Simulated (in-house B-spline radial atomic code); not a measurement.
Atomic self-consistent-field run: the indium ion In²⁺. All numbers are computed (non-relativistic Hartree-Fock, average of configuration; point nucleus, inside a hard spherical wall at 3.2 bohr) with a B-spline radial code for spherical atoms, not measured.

Command:
```bash
python run_scf.py task.json out
```
Settings:
```
Z                49
configuration    [Kr] 4d10 5s1
hamiltonian      nr
method           hf
spin_polarised   False
wall_radius      3.2
```

Output (hartree, bohr):
```
 radial grid: 43 intervals, B-splines of order 8, outer radius 3.2 bohr

 iter        energy (Eh)    residual
    1       -5734.772644    6.52e-01
    2       -5737.506634    2.31e-01
    3       -5738.900995    4.75e-02
    4       -5738.965491    9.99e-03
    5       -5738.967373    5.68e-03
    6       -5738.968339    2.04e-04
    7       -5738.968340    4.80e-05
    8       -5738.968340    2.63e-06
    9       -5738.968340    6.23e-07
   10       -5738.968340    1.22e-08

 total energy                     -5738.96834
 kinetic                            5741.5523
 electron-nucleus                 -13638.1298
 electron-electron                  2157.6093

 orbital      occ     eigenvalue          <r>       <r^2>       <1/r>       r_max
 1s         2.000      -998.2719    0.0310477   0.0012896     48.4762     0.02056
 2s         2.000      -149.8669     0.134125   0.0211404     11.0861      0.1138
 2p         6.000      -139.6426      0.11469   0.0160048     11.0603     0.08932
 3s         2.000       -30.1020      0.35951     0.14755     3.99832      0.3267
 3p         6.000       -25.8503     0.351408    0.143066     3.90872      0.3139
 3d        10.000       -18.0654     0.323282    0.123802     3.75233      0.2589
 4s         2.000        -5.4751     0.883476    0.882331      1.5394      0.7974
 4p         6.000        -4.0075     0.941618     1.01167     1.42613      0.8306
 4d        10.000        -1.5662      1.13197     1.49184     1.15596      0.9293
 5s         1.000        -0.6076      1.88972     3.87147    0.675491       1.936
```

Time taken, with all properties: 0.06 s on 1 thread of Arm Neoverse V2, on a shared host.
